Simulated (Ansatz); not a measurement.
Reactions of `C[O][GeH]([SH])[O]C`.

Program: Ansatz. Geometries: PBE0-D4/def2-TZVP. ΔE: electronic, gas phase. CCSD(T)/CBS is the MP2 limit (def2-TZVPP, def2-QZVPP) plus CCSD(T) − MP2 in def2-TZVPP, frozen cores. This one scheme is used for every species, atoms too. No spin–orbit coupling; open shells (•) take unrestricted orbitals. Spin–orbit coupling would lower the free atoms: a little for C, O, S; clearly for Ge. For Ge outer-core shells are correlated without core-valence functions, so the limit isn't a true one: a few kJ/mol of doubt a bond, and 10 to 20 or more in all where bonds break to atoms. Scalar relativity is left out up to krypton. One conformer a species, not always the lowest.

Question: Order these by ΔE at CCSD(T)/CBS, lowest first. (Best estimate.)
A. `C[O][GeH]([SH])[O]C` → CH₃OH + `C[O][Ge][SH]`
B. `C[O][GeH]([SH])[O]C` + HCl → `C[O][GeH]([Cl])[O]C` + H₂S
C. `C[O][GeH]([SH])[O]C` → 2 C• + Ge• + 8 H• + 2 O• + S•

Answer: B (-7.1 kcal/mol), A (+21.2 kcal/mol), C (+1196.6 kcal/mol).

Largest T1 diagnostic: 0.015, for `C[O][Ge][SH]`.
